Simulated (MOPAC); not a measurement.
Input for MOPAC: PM6 on HCl (SMILES Cl).

```
PM6 1SCF PRECISE CHARGE=0 THREADS=1
ClH

Cl    -0.34072141 1    -1.53255421 1    -0.63115343 1
H     -0.27153273 1    -0.80216449 1     0.43500010 1
```

Program output:

```
*******************************************************************************
 **                                                                           **
 **                              MOPAC v23.2.5                                **
 **                                                                           **
 *******************************************************************************
 ** MOPAC's Digital Object Identifier: https://doi.org/10.5281/zenodo.6511958 **
 **                                                                           **
 ** Please cite the open-source release paper for use of this MOPAC version:  **
 ** J. E. Moussa and J. J. P. Stewart (2026)                                  **
 ** MOPAC: An open-source semiempirical molecular orbital program             **
 ** J. Open Source Softw., 11(119), 8025, https://doi.org/10.21105/joss.08025 **
 *******************************************************************************

                              PM6 CALCULATION RESULTS

 *******************************************************************************
 *  PM6        - The PM6 Hamiltonian to be used
 *
 *
 *
 *                 CHARGE ON SYSTEM = 0
 *
 *
 *
 *  PRECISE    - TIGHTER CRITERIA TO BE USED
 *  1SCF       - DO 1 SCF AND THEN STOP
 *  THREADS=1  - MULTI-THREADING NOT USED
 *  T=         - A TIME OF 172800.0 SECONDS REQUESTED
 *  DUMP=N     - RESTART FILE WRITTEN EVERY 7200.0 SECONDS REQUESTED
 *******************************************************************************
PM6 1SCF PRECISE CHARGE=0 THREADS=1
 ClH

   ATOM   CHEMICAL          X               Y               Z
  NUMBER   SYMBOL      (ANGSTROMS)     (ANGSTROMS)     (ANGSTROMS)

     1      Cl         -0.34072141  *  -1.53255421  *  -0.63115343  *
     2       H         -0.27153273  *  -0.80216449  *   0.43500010  *



          CARTESIAN COORDINATES

    NO.       ATOM           X           Y           Z

     1        Cl         -0.3407     -1.5326     -0.6312
     2         H         -0.2715     -0.8022      0.4350

 General Reference for PM6:
 "Optimization of Parameters for Semiempirical Methods V: Modification of NDDO Approximations
 and Application to 70 Elements", J. J. P. Stewart, J. Mol. Mod., 13, 1173-1213 (2007)
 URL: https://link.springer.com/article/10.1007/s00894-007-0233-4

           Empirical Formula: H Cl  =     2 atoms



      MOLECULAR POINT GROUP   :   C*v


      RHF CALCULATION, NO. OF DOUBLY OCCUPIED LEVELS = 4


 -------------------------------------------------------------------------------
 PM6 1SCF PRECISE CHARGE=0 THREADS=1
 ClH



     1SCF WAS SPECIFIED, SO BFGS WAS NOT USED
     SCF FIELD WAS ACHIEVED


                              PM6 CALCULATION
                                                       MOPAC v23.2.5 Linux




          FINAL HEAT OF FORMATION =        -31.99675 KCAL/MOL =    -133.87441 KJ/MOL


          COSMO AREA              =         54.69 SQUARE ANGSTROMS
          COSMO VOLUME            =         37.79 CUBIC ANGSTROMS

          IONIZATION POTENTIAL    =         11.596744 EV
          HOMO LUMO ENERGIES (EV) =        -11.597  2.109
          NO. OF FILLED LEVELS    =          4
          MOLECULAR WEIGHT        =         36.4609         POINT GROUP:  C*v

          MOLECULAR DIMENSIONS (Angstroms)

            Atom       Atom       Distance
            H     2   Cl     1     1.29419
            H     2   Cl     1     0.00000
           Cl     1    H     2     0.00000


          SCF CALCULATIONS        =          1





   ATOM   CHEMICAL          X               Y               Z
  NUMBER   SYMBOL      (ANGSTROMS)     (ANGSTROMS)     (ANGSTROMS)

     1      Cl         -0.34072141  *  -1.53255421  *  -0.63115343  *
     2       H         -0.27153273  *  -0.80216449  *   0.43500010  *

                             CARTESIAN COORDINATES

   1   Cl       -0.340721410    -1.532554210    -0.631153430
   2    H       -0.271532730    -0.802164490     0.435000100


           Empirical Formula: H Cl  =     2 atoms



      MOLECULAR POINT GROUP   :   C*v


                  EIGENVALUES
 -26.97635 -16.31766 -11.59674 -11.59674   2.10857  88.80822  88.97744  88.97744
  89.85949  89.85949


              NET ATOMIC CHARGES AND DIPOLE CONTRIBUTIONS

  ATOM NO.   TYPE          CHARGE      No. of ELECS.   s-Pop       p-Pop       d-Pop
    1         Cl          -0.223001        7.2230     1.98888     5.23237     0.00175
    2          H           0.223001        0.7770     0.77700
 DIPOLE           X         Y         Z       TOTAL
 POINT-CHG.     0.074     0.782     1.142     1.386
 HYBRID         0.007     0.069     0.101     0.123
 SUM            0.081     0.852     1.243     1.509


          ATOMIC ORBITAL ELECTRON POPULATIONS

     Atom    s        px        py        pz      x^2-y^2     xz        z^2       yz        xy
    1 Cl   1.98888   1.99778   1.75551   1.47909   0.00013   0.00003   0.00047   0.00110   0.00001
    2  H   0.77700

 **********************
 *                    *
 * JOB ENDED NORMALLY *
 *                    *
 **********************




 == MOPAC DONE ==
```

The run finished.

Cost: very roughly 0.03 core-seconds.
